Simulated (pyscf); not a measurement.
# `[CH]=[CH][CH]=[CH2]`, doublet

Gas-phase minimum from PySCF at ωB97X-D3(BJ)/def2-SVP, one conformer. •HC=CH–CH=CH₂ lies 11.3 kcal/mol over its isomer •HC=C=CH–CH₃, and others may lie lower still (electronic energy, ωB97M-D3(BJ)). 

```xyz
9

C     -1.4446    -2.6262    -0.1968
C     -0.9610    -1.3980    -0.1522
C      0.2612    -0.9518    -0.8526
C      0.7325     0.2989    -0.7925
H     -1.1864    -3.5790    -0.6651
H     -1.4859    -0.6341     0.4410
H      0.7898    -1.7072    -1.4457
H      0.2232     1.0723    -0.2071
H      1.6416     0.5915    -1.3255
```
Charge 0, spin multiplicity 2.

Bond lengths (Å): C1–C2 1.321, C1–H5 1.093, C2–C3 1.478, C2–H6 1.100, C3–C4 1.338, C3–H7 1.096, C4–H8 1.096, C4–H9 1.094. Angles (°): C2–C1–H5 137.6, C1–C2–C3 124.6, C1–C2–H6 119.3, C3–C2–H6 116.1, C2–C3–C4 123.5, C2–C3–H7 116.6, C4–C3–H7 119.9, C3–C4–H8 121.3, C3–C4–H9 121.4, H8–C4–H9 117.3.

Properties at ωB97X-D3(BJ)/def2-SVP:

```
Item                                                                                                                                                                                                                                     Result
---------------------------------------------------------------------------------------------------------------------  ------------------------------------------------------------------------------------------------------------------------
Harmonic wavenumbers, unscaled                                                                                         154, 291, 485, 587, 761, 846, 912, 939, 964, 1040, 1167, 1244, 1313, 1430, 1680, 1745, 3145, 3168, 3196, 3265, 3272 cm⁻¹
Zero-point energy                                                                                                                                                                                                                 45.2 kcal/mol
Rotational symmetry number                                                                                                                                                                                                                    1
Entropy of this conformer at 298 K and 1 atm, rigid rotor and harmonic oscillator, modes under 100 cm⁻¹ raised to 100                                                                                                           288.3 J/(mol K)
Dipole moment                                                                                                                                                                                                                            0.72 D
Spin expectation value S2                                                                                                                                                                                                                 0.770
```

Single-point totals, which compare only within one level (frozen core for MP2 and CC):

| level | total energy (hartree) |
|---|---|
| ωB97X-D3(BJ)/def2-TZVP | -155.43139 |
| PBE/def2-TZVP | -155.14567 |
| r²SCAN/def2-TZVP | -155.26382 |
| B3LYP-D3(BJ)/def2-TZVP | -155.37766 |
| PBE0-D3(BJ)/def2-TZVP | -155.16736 |
| M06-2X/def2-TZVP | -155.28155 |
| ωB97M-D3(BJ)/def2-TZVP | -155.40072 |
| UHF/def2-TZVPP | -154.34100 |
| MP2/def2-TZVPP | -154.91793 |
| CCSD/def2-TZVPP | -154.97692 |
| CCSD(T)/def2-TZVPP | -155.00759 |

Soft torsions are taken as harmonic, which can shift the entropy by several J/(mol K). The CCSD(T) − MP2 part came from Ansatz, without density fitting, on the same reference. An open-shell T1 diagnostic exceeds 0.045. A UHF reference is spin-contaminated (<S²> up to 1.26), which harms MP2 most.
